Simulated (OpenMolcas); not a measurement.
Cu3+ among 6 point charges of -1.6 e arranged as a trigonal antiprism (D3d), 1.81 Å from the ion, with a polar angle of 52.0° against the regular 54.74°.
```
   0.0000    1.4263    1.1144  -1.60
  -1.2352   -0.7131    1.1144  -1.60
   1.2352   -0.7131    1.1144  -1.60
   0.0000   -1.4263   -1.1144  -1.60
   1.2352    0.7131   -1.1144  -1.60
  -1.2352    0.7131   -1.1144  -1.60
```

- Program: OpenMolcas
- Method: CASSCF
- Basis: ANO-RCC-VDZP [5s4p2d1f]
- Scalar Hamiltonian: DKH2, point nucleus
- Active space: 8 electrons in 5 orbitals (3d)
- State averaging: 2S+1 = 3 even, 10 roots; 2S+1 = 1 even, 15 roots
- Spin-orbit coupling: state interaction with AMFI integrals over the reference wave functions

Task: What is the spin-free ground state (labels of D3, the rotations of D3d)?

Result: 3A2, 1-fold in its orbital part, 100 % from free-ion F terms; it has the highest spin that d8 allows.

Task: Where is the first state of the same spin?

Result: 3E at 3270 cm-1 above the ground state.

Task: What are the lowest two levels with spin-orbit coupling?

Result: A 1-fold level A1, then a 2-fold level E 82.2 cm-1 above it. Their leading multiplicities are 3 (100 %) and 3 (100 %).

Task: What is χT at 300 K, and how does it compare with the textbook value?

Result: The lowest level has 2S+1 = 3, for which the spin-only value is χT = S(S+1) / 2 = 1.000 cm3 K/mol (g = 2). The computed 2.130 at 300 K differs by +1.130, through orbital momentum, spin-orbit coupling and any other state in reach.

Without dynamic correlation the repulsion within the d shell is too large (B by tens of per cent), so at a given field states of lower spin stand too high. This is an electrostatic model: the charges have no orbitals. No measured value stands beside these numbers.
